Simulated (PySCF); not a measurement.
Compound: [Os(H2O)6]3+ (charge +3 and doublet state).
Bonds: Os1–O2, Os1–O5, Os1–O8, Os1–O11, Os1–O14, Os1–O17. Hydrogens: H3, H4 on O2; H6, H7 on O5; H9, H10 on O8; H12, H13 on O11; H15, H16 on O14; H18, H19 on O17.
The ion is multiply charged and has no counter-ions or solvent.

Method: PySCF, PBE0-D3(BJ)/def2-SVP geometry optimisation, gas phase, def2 core potentials past Kr; unrestricted, density fitting, grid level 1; the optimiser is geomeTRIC in internal coordinates, started from a GFN2-xTB structure with every atom displaced at random (about 0.03 Å).

The end geometry, which sets the zero of energy:
```
atom  x, y, z in Å
Os1    -0.0027   -0.0045    0.0027
O2      0.0317    0.2795    2.0323
H3     -0.7117    0.4704    2.6358
H4      0.8590    0.3217    2.5510
O5      0.0735   -0.2771   -2.0298
H6     -0.6608   -0.2682   -2.6731
H7      0.9083   -0.3123   -2.5364
O8      2.0935    0.3004    0.0236
H9      2.5492    1.1589    0.0948
H10     2.7819   -0.3695   -0.1409
O11    -2.1024   -0.2803    0.0141
H12    -2.6530   -0.4143    0.8073
H13    -2.6646   -0.4953   -0.7527
O14    -0.3877    1.9892   -0.2754
H15    -1.2931    2.3468   -0.3636
H16     0.2407    2.7314   -0.3608
O17     0.2637   -2.0181    0.2817
H18    -0.4689   -2.6644    0.2624
H19     1.0807   -2.5008    0.5116
```

Question: These geometries come from the run, each turned onto the end geometry. Order them by energy, lowest first.
A.
```
atom  x, y, z in Å
Os1    -0.0083    0.0041    0.0024
O2      0.0258    0.2283    2.0351
H3     -0.6875    0.5257    2.6333
H4      0.8625    0.2594    2.5398
O5      0.0851   -0.2368   -2.0352
H6     -0.6427   -0.2858   -2.6848
H7      0.9170   -0.3629   -2.5311
O8      2.0875    0.2927    0.0781
H9      2.5494    1.1518    0.0911
H10     2.7681   -0.3641   -0.1546
O11    -2.1128   -0.2293    0.0092
H12    -2.6584   -0.3977    0.7995
H13    -2.6474   -0.5191   -0.7528
O14    -0.4030    2.0015   -0.2330
H15    -1.3136    2.3463   -0.3098
H16     0.2145    2.7275   -0.4433
O17     0.2724   -2.0134    0.2426
H18    -0.4599   -2.6594    0.2824
H19     1.0885   -2.4753    0.5159
```
B.
```
atom  x, y, z in Å
Os1    -0.0020    0.0004    0.0040
O2      0.0306    0.2632    2.0357
H3     -0.6961    0.5194    2.6356
H4      0.8591    0.2509    2.5533
O5      0.0780   -0.2526   -2.0314
H6     -0.6579   -0.2766   -2.6728
H7      0.9096   -0.3590   -2.5330
O8      2.0939    0.3066    0.0546
H9      2.5406    1.1726    0.0922
H10     2.7828   -0.3562   -0.1368
O11    -2.1042   -0.2675    0.0093
H12    -2.6591   -0.3814    0.8029
H13    -2.6538   -0.5233   -0.7532
O14    -0.3947    1.9954   -0.2637
H15    -1.3026    2.3540   -0.3125
H16     0.2296    2.7278   -0.4242
O17     0.2665   -2.0176    0.2677
H18    -0.4644   -2.6655    0.2446
H19     1.0814   -2.4971    0.5122
```
C.
```
atom  x, y, z in Å
Os1     0.0311   -0.0402    0.0035
O2      0.0601    0.1809    2.0376
H3     -0.7025    0.5628    2.5171
H4      0.8063    0.3256    2.6656
O5      0.0468   -0.1926   -2.0648
H6     -0.7498   -0.2418   -2.6207
H7      0.8050   -0.3104   -2.6655
O8      2.1372    0.2538    0.1301
H9      2.4776    1.1623    0.1166
H10     2.8925   -0.3003   -0.1187
O11    -2.1143   -0.1680   -0.0291
H12    -2.5860   -0.4484    0.7720
H13    -2.6360   -0.4953   -0.7883
O14    -0.3767    1.9971   -0.1876
H15    -1.2893    2.2934   -0.3389
H16     0.2355    2.6994   -0.4813
O17     0.2902   -2.0585    0.2107
H18    -0.4595   -2.6724    0.3815
H19     1.0689   -2.5539    0.5448
```
D.
```
atom  x, y, z in Å
Os1     0.0595   -0.0703    0.0254
O2     -0.0339    0.1571    2.0507
H3     -0.7907    0.5546    2.5553
H4      0.9249    0.3567    2.4968
O5      0.0682   -0.2123   -2.0831
H6     -0.6875   -0.2708   -2.6672
H7      0.9213   -0.3243   -2.5546
O8      2.1525    0.2627    0.1267
H9      2.5118    1.1291    0.0917
H10     2.6977   -0.4131   -0.2182
O11    -2.1511   -0.1828    0.0029
H12    -2.5630   -0.4638    0.7968
H13    -2.6855   -0.5268   -0.8084
O14    -0.4086    2.0311   -0.1440
H15    -1.2779    2.3089   -0.2897
H16     0.2524    2.7553   -0.4418
O17     0.2899   -2.0035    0.1996
H18    -0.4498   -2.6665    0.3798
H19     1.1071   -2.4277    0.5658
```
E.
```
atom  x, y, z in Å
Os1     0.0045   -0.0215    0.0038
O2      0.0033    0.1913    2.0510
H3     -0.7141    0.5698    2.5944
H4      0.8436    0.3348    2.5070
O5      0.0637   -0.1863   -2.0460
H6     -0.6934   -0.2413   -2.6620
H7      0.8841   -0.3103   -2.5620
O8      2.1188    0.2531    0.1175
H9      2.5396    1.1360    0.0995
H10     2.7917   -0.3947   -0.1800
O11    -2.1312   -0.1741   -0.0205
H12    -2.6347   -0.4453    0.7750
H13    -2.6553   -0.4955   -0.7678
O14    -0.3885    1.9889   -0.1780
H15    -1.3030    2.3185   -0.3233
H16     0.2188    2.6916   -0.4543
O17     0.2956   -2.0599    0.2107
H18    -0.4252   -2.6979    0.3671
H19     1.1189   -2.4638    0.5523
```

Answer: B (0.003 eV), A (0.011 eV), E (0.069 eV), C (0.175 eV), D (1.003 eV).

In the order of the answer:

```csv
step,E above end (eV),largest force (eV/Å),rms force component (eV/Å),rms distance from end (Å),rms bond change (Å),bond most changed (Å)
8,0.003,0.05,0.017,0.034,0.001,Os1–O17 +0.003
6,0.011,0.13,0.041,0.045,0.001,Os1–O2 -0.004
2,0.069,0.62,0.197,0.078,0.010,Os1–O11 +0.024
1,0.175,0.96,0.275,0.106,0.014,Os1–O14 +0.037
0,1.003,4.91,1.556,0.100,0.057,Os1–O14 +0.110
```

The cost below is that of the whole optimisation. Hardware: an Arm Neoverse N1 with one thread, shared host with 64 logical CPUs at a one-minute load of 57. Cost: 21 min wall, 0.95 GiB resident at most.
